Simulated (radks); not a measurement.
Problem. Valence configurations of Ga+ (all share [Ar]). Calculated with a radial shooting solver on a logarithmic mesh with Libxc functionals: scalar-relativistic Kohn-Sham, r2SCAN, spin-polarised, spherical densities, finite nucleus; open shells are filled with parallel spins first; meta-GGA in the generalised Kohn-Sham scheme; Fermi nuclear charge, rms radius 3.9973 fm. Order these by energy: 3d10 4s1 4p1; 3d10 4p2; 3d8 4s1 4p3; 3d10 4s1.5 4p0.5; 3d10 4s2; 3d9 4s1 4p2; 3d7 4s2 4p3; 3d8 4s2 4p2; 3d9 4s2 4p1; 3d10 4s0.5 4p1.5.

Solution. From the lowest, in eV above it: 3d10 4s2 0.000; 3d10 4s1.5 4p0.5 3.478; 3d10 4s1 4p1 6.067; 3d10 4s0.5 4p1.5 10.037; 3d10 4p2 13.977; 3d9 4s2 4p1 21.938; 3d9 4s1 4p2 27.483; 3d8 4s2 4p2 49.991; 3d8 4s1 4p3 55.061; 3d7 4s2 4p3 84.633. NIST lists [Ar] 3d10 4s2 as the ground configuration; this level of theory agrees among the configurations tried. The energies are those of spherical high-spin densities, not of single terms.
